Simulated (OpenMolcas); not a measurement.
Pb⁺: RASPT2 settings compared

* Program: OpenMolcas 26.06
* Basis: ANO-RCC-VDZP [7s6p4d2f1g]
* Scalar Hamiltonian: DKH3, point nucleus
* Active space: 3 electrons in 9 orbitals (RAS2 6s 6p; RAS3 6d, at most 2 electrons)
* State averaging: 2S+1 = 2 odd, 3 roots; 2S+1 = 2 even, 9 roots; 2S+1 = 4 even, 3 roots kept (CI in the orbitals of an earlier block)
* Spin-orbit coupling: state interaction with AMFI integrals over the reference wave functions, term energies averaged over their components

Methods on the same reference wave functions:
A. RASSCF
B. SS-RASPT2, IPEA 0.6 Eh, sigma1 regulariser 0.25 Eh (closed shells correlated: none)
C. SS-RASPT2, IPEA 0.3 Eh, sigma1 regulariser 0.3 Eh (closed shells correlated: 4f 5s 5p 5d)
D. XMS-RASPT2, IPEA 0.15 Eh, imaginary shift 0.5 Eh (closed shells correlated: 4f 5s 5p 5d)

Energies in eV above 6s² 6p ²P°_1/2, the measured ground level; measured values from NIST Handbook of Basic Atomic Spectroscopic Data.

```json
{"Level": "6s² 6p ²P°_1/2", "A": "0.0000", "B": "0.0000", "C": "0.0000", "D": "0.0000", "Measured": "0.0000"}
{"Level": "6s² 6p ²P°_3/2", "A": "1.7550", "B": "1.755", "C": "1.755", "D": "1.755", "Measured": "1.7458"}
{"Level": "6s 6p² ⁴P_1/2", "A": "6.8850", "B": "6.931", "C": "7.722", "D": "7.704", "Measured": "7.1800"}
{"Level": "6s 6p² ⁴P_3/2", "A": "7.6957", "B": "7.749", "C": "8.575", "D": "8.558", "Measured": "8.1984"}
{"Level": "6s 6p² ⁴P_5/2", "A": "8.3632", "B": "8.411", "C": "9.202", "D": "9.182", "Measured": "9.1631"}
{"Level": "6s 6p² ²D_3/2", "A": "10.2030", "B": "10.204", "C": "10.654", "D": "10.617", "Measured": ""}
{"Level": "6s 6p² ²D_5/2", "A": "10.6538", "B": "10.663", "C": "11.228", "D": "11.199", "Measured": "11.0311"}
{"Level": "6s 6p² ²P_1/2 [57 %]", "A": "11.4831", "B": "11.435", "C": "11.306", "D": "11.239", "Measured": ""}
{"Level": "6s 6p² ²S_1/2 [56 %]", "A": "13.0571", "B": "13.002", "C": "13.141", "D": "13.110", "Measured": ""}
{"Level": "6s 6p² ²P_3/2", "A": "13.3659", "B": "13.323", "C": "12.996", "D": "12.920", "Measured": ""}
```

Deviations, from unrounded energies. A percentage is the sum of absolute deviations over the sum of measured energies, with the sign that they share, or ± where signs differ.

```tsv
Against measurement	Levels	A	B	C	D
mean absolute deviation (cm-1)	5	3200	2900	1900	1700
fine structure of the ground term (%)	1	+0.5	+0.5	+0.5	+0.5
other configurations (%)	4	-5.6	-5.1	+3.2	+3.0
```

D lies closest to measurement on these levels and A furthest from it. The largest miss of D in the table is 6s 6p² ⁴P_1/2, by +4200 cm-1. The ranking rests on the paired levels alone, and a cruder setting can come out closer through cancelling errors.

Among B to D the level of the table that moves most is 6s 6p² ⁴P_3/2, by 6700 cm-1 (lowest in B, highest in C). Moves below CASPT2's spread within the term are not significant.

The lowest spin-free term lies below A's lowest term by 0.008 hartree in B, 0.510 hartree in C, 0.512 hartree in D.

CASPT2 breaks the degeneracy within a term, and the mean is taken; among the terms shown or strongly mixed into the levels shown the widest spread is 80 cm-1 (6s 6p² ²P, D). Terms from blocks run as CI alone lack orbitals of their own. Active for correlation alone: 6d; no level in the range computed is led by a configuration that fills it, so any true level of that kind is missing. Spin-orbit splittings of 6p shells tend to come out small when the coupling is added on scalar orbitals. Computed and measured levels are paired by configuration, term and J; levels that our copy of the source lacks, or whose pairing is in doubt (as where it misses far off the trend of its configuration), stay unpaired and out of the deviations. Levels of configurations outside the active space are missing.

A share in square brackets marks a mixed level and gives the weight of the term that names it, the lowest over the columns. ° marks odd parity.
